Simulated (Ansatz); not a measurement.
**Worked example: CH4 + C2H8OSi2 → CH4O + C2H8Si2**

Species: CH4 (methane) `C`, singlet; C2H8OSi2 `O[SiH2]/C=C/[SiH3]`, singlet; CH4O (methanol) `CO`, singlet; C2H8Si2 `[SiH3]/C=C/[SiH3]`, singlet. The partners trade H for OH: C–H and Si–OH bonds give way to C–OH and Si–H.

Shapes, held fixed at every level: PBE0-D4/def2-TZVP. Flexible molecules stand in one conformer, not always the lowest. Programs: Ansatz 0.2.0. The zero-point and thermal change to 298 K, harmonic and unscaled (PBE0-D4/def2-TZVP), is -1.9 kJ/mol.

At CCSD(T)/CBS estimate; 1 Eh = 2625.50 kJ/mol:

```
 species  energy (Eh)
     CH4   -40.462061
C2H8OSi2  -734.270799
    CH4O  -115.617125
 C2H8Si2  -659.040332
```

Q: Work out ΔH(298 K) of the reaction at this level.

A: 
1. Products less reactants: (-115.617125) + (-659.040332) − [(-40.462061) + (-734.270799)] = 0.075403 Eh = +198.0 kJ/mol.
2. With the thermal change: +198.0 + (-1.9) = +196.1 kJ/mol.

Other levels give +172.7 (CCSD/def2-SVP) to +202.6 kJ/mol (MP2/def2-TZVPP). No measured value is set beside it here. The CBS estimate extrapolates MP2 from def2-TZVPP and def2-QZVPP and adds CCSD(T) − MP2 in the triple-zeta set, cores frozen.
